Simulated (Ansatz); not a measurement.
Calculated with Ansatz (gas phase, PBE0-D4/def2-TZVP geometries, no zero-point term in ΔE). CCSD(T)/CBS adds triple-zeta CCSD(T) − MP2 to the extrapolated MP2 energy (def2 sets, frozen cores). Elements past krypton have def2 core potentials. For Sn outer-core shells are correlated without core-valence functions, which leaves a few kJ/mol of doubt a bond. Each species was taken in one conformer, which may not be the lowest.

`C[NH][SnH]([Cl])[O]C` → `C[O][Sn][Cl]` + CH₃NH₂  (stannylene formation by 1,1-elimination)

```json
{"species": "`C[NH][SnH]([Cl])[O]C`", "CCSD(T)/CBS(def2) energy (Eh)": "-884.64483"}
{"species": "`C[O][Sn][Cl]`", "CCSD(T)/CBS(def2) energy (Eh)": "-788.90874"}
{"species": "CH₃NH₂", "CCSD(T)/CBS(def2) energy (Eh)": "-95.75281"}
```

Task: Work out ΔE.

Result: ΔE = (-788.90874) + (-95.75281) − (-884.64483) = -0.01672 Eh = -43.9 kJ/mol.

Largest T1 diagnostic among the species: 0.017.

From PBE to PBE0 (25 % exact exchange), in def2-TZVPP and without D4, ΔE moves by +17.7 kJ/mol. In def2-TZVPP, CCSD(T) changes the Hartree–Fock value by +18.4 kJ/mol (the triples alone add +3.8 kJ/mol) and MP2 by +14.0 kJ/mol.
